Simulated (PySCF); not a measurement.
Dipole response of Br²⁺ (bromine, charge +2)

[Ar] 3d10 4s2 4p3, high-spin 4S determinant. Computed with PySCF 2.14 in aug-cc-pVQZ-DK, with the spin-free X2C one-electron Hamiltonian (Gaussian nucleus). Coupled (time-dependent) response in atomic units; α is the mean over directions.

```tsv
method	mean α (bohr³)	C₆ (like pair)	S(−4)
UHF	8.390	40.15	16.53
PBE	8.255	39.42	15.35
PBE0	8.233	39.27	15.29
```

S(−4) is the Cauchy moment in α(ω) = α(0) + S(−4) ω² + …

α(iu) at PBE:

```csv
u (hartree),α(iu) (bohr³)
0,8.255
0.0500,8.217
0.100,8.105
0.200,7.687
0.300,7.087
0.500,5.699
0.750,4.171
1.00,3.072
1.50,1.810
2.00,1.189
3.00,0.6404
5.00,0.2878
```

A single London oscillator, α(iu) = α/(1 + u²/ω²), gives C₆ = (3/4) ω α². Matching the computed C₆ needs ω = 4 × 39.42 / (3 × 8.255²) = 0.771 hartree.

For an ion, C₆ is the dispersion term alone; charge-induced terms of lower order in 1/R come first.
